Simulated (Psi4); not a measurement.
C₂H₆ClGa, singlet, at a GFN2-xTB geometry of the parent state (such geometries of metal compounds can be far from the true shape); TPSS/def2-SV(P) run with Psi4.

Input for Psi4:
```
memory 2 GB

molecule mol {
0 1
Ga   -0.230125    0.221604    0.519119
C    -1.816142   -0.921645   -0.716983
H    -1.337382   -1.166959   -1.655674
H    -2.695171   -0.301226   -0.824580
H    -1.981238   -1.791455   -0.091607
C    -0.394867    1.732055   -1.225072
H    -0.124815    1.189436   -2.121075
H     0.351984    2.462602   -0.936693
H    -1.398810    2.133379   -1.243872
Cl    1.622667   -0.838704    0.143126
}

set {
  basis def2-sv(p)
  reference rks
}

energy('tpss')
print_variables()
```

**Question.** Write the output that Psi4 gives for this input, abridged.

**Answer.** 
```
   => Loading Basis Set <=

    Name: DEF2-SV(P)
    Role: ORBITAL
    Keyword: BASIS

         ---------------------------------------------------------
                                   SCF
               by Justin Turney, Rob Parrish, Andy Simmonett
                          and Daniel G. A. Smith
                              RKS Reference
         ---------------------------------------------------------

  ==> Geometry <==

    Molecular point group: c1
    Full point group: C1

    Geometry (in Angstrom), charge = 0, multiplicity = 1:

       Center              X                  Y                   Z               Mass
    ------------   -----------------  -----------------  -----------------  -----------------
         GA          -0.283189554274     0.234922308291     0.440326466151    68.925573500000
         C           -1.869206554274    -0.908326691709    -0.795775533849    12.000000000000
         H           -1.390446554274    -1.153640691709    -1.734466533849     1.007825032230
         H           -2.748235554274    -0.287907691709    -0.903372533849     1.007825032230
         H           -2.034302554274    -1.778136691709    -0.170399533849     1.007825032230
         C           -0.447931554274     1.745373308291    -1.303864533849    12.000000000000
         H           -0.177879554274     1.202754308291    -2.199867533849     1.007825032230
         H            0.298919445726     2.475920308291    -1.015485533849     1.007825032230
         H           -1.451874554274     2.146697308291    -1.322664533849     1.007825032230
         CL           1.569602445726    -0.825385691709     0.064333466151    34.968852682000

  Running in c1 symmetry.

  Rotational constants: A =      0.14138  B =      0.07651  C =      0.06676 [cm^-1]
  Rotational constants: A =   4238.54880  B =   2293.77632  C =   2001.37433 [MHz]
  Nuclear repulsion =  326.029098105902222

  Charge       = 0
  Multiplicity = 1
  Electrons    = 66
  Nalpha       = 33
  Nbeta        = 33

  ==> Algorithm <==

  SCF Algorithm Type is DF.
  DIIS enabled.
  MOM disabled.
  Fractional occupation disabled.
  Guess Type is SAD.
  Energy threshold   = 1.00e-06
  Density threshold  = 1.00e-06
  Integral threshold = 1.00e-12

  ==> Primary Basis <==

  Basis Set: DEF2-SV(P)
    Blend: DEF2-SV(P)
    Number of shells: 44
    Number of basis functions: 90
    Number of Cartesian functions: 96
    Spherical Harmonics?: true
    Max angular momentum: 2

  ==> DFT Potential <==

[...]
   @DF-RKS iter   7: -2464.41406799604647   -1.08865e-03   5.35356e-04 DIIS/ADIIS
   @DF-RKS iter   8: -2464.41553467595304   -1.46668e-03   1.69489e-04 DIIS/ADIIS
   @DF-RKS iter   9: -2464.41528359437052    2.51082e-04   2.47388e-04 DIIS/ADIIS
   @DF-RKS iter  10: -2464.41573537512841   -4.51781e-04   1.28438e-05 DIIS
   @DF-RKS iter  11: -2464.41573626298577   -8.87857e-07   1.88955e-06 DIIS
   @DF-RKS iter  12: -2464.41573628185643   -1.88707e-08   4.02802e-07 DIIS
  Energy and wave function converged.

  ==> Post-Iterations <==

   Electrons on quadrature grid:
      Ntotal   =   66.0000064515 ; deviation = 6.452e-06

    Orbital Energies [Eh]
    ---------------------

    Doubly Occupied:

[...]
    Virtual:

[...]
    Final Occupation by Irrep:
              A
    DOCC [    33 ]
    NA   [    33 ]
    NB   [    33 ]

  @DF-RKS Final Energy: -2464.41573628185643

   => Energetics <=

    Nuclear Repulsion Energy =            326.0290981059022215
    One-Electron Energy =               -4074.4933237248669684
    Two-Electron Energy =                1400.3785389684292113
    DFT Exchange-Correlation Energy =    -116.3300496313210459
    Empirical Dispersion Energy =           0.0000000000000000
    VV10 Nonlocal Energy =                  0.0000000000000000
    Total Energy =                      -2464.4157362818564252

Computation Completed

Properties will be evaluated at   0.000000,   0.000000,   0.000000 [a0]

Properties computed using the SCF density matrix

 Multipole Moments:

 ------------------------------------------------------------------------------------
     Multipole            Electronic (a.u.)      Nuclear  (a.u.)        Total (a.u.)
 ------------------------------------------------------------------------------------

 L = 1.  Multiply by 2.5417464519 to convert [e a0] to [Debye]
 Dipole X            :          6.0391468           -6.6183549           -0.5792081
 Dipole Y            :         -1.2426990            1.6610718            0.4183728
 Dipole Z            :         10.4085850           -9.8271564            0.5814286
 Magnitude           :                                                    0.9211824

 ------------------------------------------------------------------------------------

  Variable Map:
  ----------------------------------------------------------------------------
[...]
  Array Variable Map:
  ----------------------------------------------------------------------------
[...]
[...]
```
